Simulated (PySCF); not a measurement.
C₂H₄O₂, triplet, geometry from GFN2-xTB (a higher spin typed on purpose: for a closed-shell molecule this is an excited state); DF-HF/6-31G* in PySCF.

PySCF was given this input:
```python
from pyscf import gto, scf

mol = gto.M(
    atom='''
C    -1.29370611   -0.45495980    0.07134256
C     0.08819231    0.33727888    0.11862454
O     0.99930282   -0.36540853    0.85431055
O     0.29821376    0.79544544   -1.06284776
H    -2.03228451    0.19607021   -0.38031375
H    -1.19809768   -1.37897758   -0.49959502
H    -1.51107589   -0.65825986    1.11601260
H     1.59440817   -0.89304257    0.29239111
''',
    basis='6-31g*',
    spin=2,
    verbose=4,
)

mf = scf.UHF(mol)
mf = mf.density_fit(auxbasis='def2-universal-jkfit')
mf.kernel()
```

Problem. What does PySCF print? Leave out banner, timings and long lists.

Solution. 
```
PySCF version 2.14.0

[INPUT] verbose = 4
[INPUT] num. atoms = 8
[INPUT] num. electrons = 32
[INPUT] charge = 0
[INPUT] spin (= nelec alpha-beta = 2S) = 2
[INPUT] symmetry False subgroup None
[INPUT] Mole.unit = angstrom
[INPUT] Symbol           X                Y                Z      unit          X                Y                Z       unit  Magmom
[INPUT]  1 C     -1.293706110000  -0.454959800000   0.071342560000 AA   -2.444750233576  -0.859749419687   0.134817899425 Bohr   0.0
[INPUT]  2 C      0.088192310000   0.337278880000   0.118624540000 AA    0.166659312193   0.637364710800   0.224167892253 Bohr   0.0
[INPUT]  3 O      0.999302820000  -0.365408530000   0.854310550000 AA    1.888408645306  -0.690522045280   1.614412964827 Bohr   0.0
[INPUT]  4 O      0.298213760000   0.795445440000  -1.062847760000 AA    0.563542332977   1.503174028634  -2.008491178507 Bohr   0.0
[INPUT]  5 H     -2.032284510000   0.196070210000  -0.380313750000 AA   -3.840461131096   0.370518998086  -0.718688828906 Bohr   0.0
[INPUT]  6 H     -1.198097680000  -1.378977580000  -0.499595020000 AA   -2.264076485677  -2.605889958116  -0.944097760997 Bohr   0.0
[INPUT]  7 H     -1.511075890000  -0.658259860000   1.116012600000 AA   -2.855519585533  -1.243930854195   2.108958165564 Bohr   0.0
[INPUT]  8 H      1.594408170000  -0.893042570000   0.292391110000 AA    3.012994772069  -1.687605874878   0.552539119158 Bohr   0.0

nuclear repulsion = 118.465002725853
number of shells = 32
number of NR pGTOs = 124
number of NR cGTOs = 64
basis = 6-31g*
ecp = {}

******** <class 'pyscf.df.df_jk.DFUHF'> ********
method = DFUHF
initial guess = minao
damping factor = 0
level_shift factor = 0
DIIS = <class 'pyscf.scf.diis.CDIIS'>
diis_start_cycle = 1
diis_space = 8
diis_damp = 0
SCF conv_tol = 1e-09
SCF conv_tol_grad = None
SCF max_cycles = 50
direct_scf = False
number electrons alpha = 17  beta = 15
Set gradient conv threshold to 3.16228e-05
******** <class 'pyscf.df.df.DF'> ********
auxbasis = def2-universal-jkfit
init E= -228.069514764895

cycle= 1 E= -227.454885372588  delta_E= 0.615  |g|= 0.534  |ddm|= 2.05
cycle= 2 E= -227.558424366839  delta_E= -0.104  |g|= 0.428  |ddm|= 0.677
cycle= 3 E= -227.632535250192  delta_E= -0.0741  |g|= 0.0896  |ddm|= 0.33
cycle= 4 E= -227.651296409778  delta_E= -0.0188  |g|= 0.0722  |ddm|= 0.191
cycle= 5 E= -227.661654697758  delta_E= -0.0104  |g|= 0.0487  |ddm|= 0.134
cycle= 6 E= -227.669775858394  delta_E= -0.00812  |g|= 0.0271  |ddm|= 0.147
cycle= 7 E= -227.67237487989  delta_E= -0.0026  |g|= 0.0139  |ddm|= 0.0906
cycle= 8 E= -227.673056778606  delta_E= -0.000682  |g|= 0.00795  |ddm|= 0.0452
cycle= 9 E= -227.67330284854  delta_E= -0.000246  |g|= 0.00438  |ddm|= 0.0304
cycle= 10 E= -227.673373755956  delta_E= -7.09e-05  |g|= 0.00196  |ddm|= 0.0152
cycle= 11 E= -227.673386555697  delta_E= -1.28e-05  |g|= 0.000809  |ddm|= 0.00791
cycle= 12 E= -227.673387859094  delta_E= -1.3e-06  |g|= 0.000457  |ddm|= 0.00281
cycle= 13 E= -227.673388186142  delta_E= -3.27e-07  |g|= 0.000164  |ddm|= 0.00104
cycle= 14 E= -227.673388244077  delta_E= -5.79e-08  |g|= 8.52e-05  |ddm|= 0.000474
cycle= 15 E= -227.673388260035  delta_E= -1.6e-08  |g|= 4.22e-05  |ddm|= 0.000235
cycle= 16 E= -227.673388264611  delta_E= -4.58e-09  |g|= 2.68e-05  |ddm|= 0.000101
cycle= 17 E= -227.673388267165  delta_E= -2.55e-09  |g|= 2.17e-05  |ddm|= 6.52e-05
cycle= 18 E= -227.673388269912  delta_E= -2.75e-09  |g|= 1.83e-05  |ddm|= 7.63e-05
cycle= 19 E= -227.673388273576  delta_E= -3.66e-09  |g|= 1.37e-05  |ddm|= 0.000126
cycle= 20 E= -227.673388276575  delta_E= -3e-09  |g|= 7.66e-06  |ddm|= 0.000165
cycle= 21 E= -227.673388277376  delta_E= -8.01e-10  |g|= 3.71e-06  |ddm|= 9.97e-05
Extra cycle  E= -227.6733882774  delta_E= -2.42e-11  |g|= 2.8e-06  |ddm|= 5.25e-06
converged SCF energy = -227.6733882774  <S^2> = 2.0125864  2S+1 = 3.0083793
```
